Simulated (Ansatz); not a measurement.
Several settings on one geometry of Te2W (that of the charge 0 singlet, PBE0-D4/def2-TZVP). Ansatz on 2 threads of AMD EPYC 9R14 on a shared host; times are rough.

```xyz
3

W    -0.386   -0.854   -0.011
Te   -1.596    1.235   -0.017
Te    1.981   -0.381    0.028
```

Totals from different functionals, basis sets or treatments of relativity can't be compared as stabilities.

In the def2 sets Te, W take a core potential; there is no spin–orbit coupling. Correlated methods freeze 8 core orbitals; core or outer-core shells of W, Te are correlated, in sets that lack core-valence functions.

Scalar relativity in a set contracted without it gives distorted totals.

At PBE0-D4/def2-TZVP a triplet lies 0.82 eV below the restricted singlet of charge 0, at its own geometry.

Q: Give the basis size and estimate the energy, ⟨S²⟩, dipole and time of these runs.

```tsv
run	method	charge	state	further keys
1	RKS r2SCAN0/def2-mTZVPP	0	singlet	scf: {omitted_lower_state_checks: [starts]}; forces asked
2	RKS B2PLYP/def2-mTZVPP	0	singlet	scf: {omitted_lower_state_checks: [starts]}
3	UKS BLYP-D3(BJ)-ATM/def2-TZVP	0	singlet	pseudopotentials: {relativity: scalar}; scf: {omitted_lower_state_checks: [starts]}
4	UKS PBEsol/def2-TZVPD	0	singlet	scf: {omitted_lower_state_checks: [starts]}; forces asked
```

A: 
| run | functions | energy (Eh) | ⟨S²⟩ | dipole (D) | wall time |
| --- | --- | --- | --- | --- | --- |
| 1 | 108 | -603.2183 | – | 2.16 | 6 s |
| 2 | 108 | -602.4134 | – | – | 3.7 s |
| 3 | 140 | -603.0556 | 0.81 | – | 7.5 s |
| 4 | 161 | -602.5521 | 0.84 | 1.39 | 11 s |

The restricted singlet is unstable towards broken spin symmetry at other levels; at RKS r2SCAN0/def2-mTZVPP this wasn't settled. At RKS B2PLYP/def2-mTZVPP the restricted singlet is unstable: a solution with broken spin symmetry lies lower. At UKS BLYP-D3(BJ)-ATM/def2-TZVP, UKS PBEsol/def2-TZVPD the unrestricted singlet has broken spin symmetry (⟨S²⟩ up to 0.84).
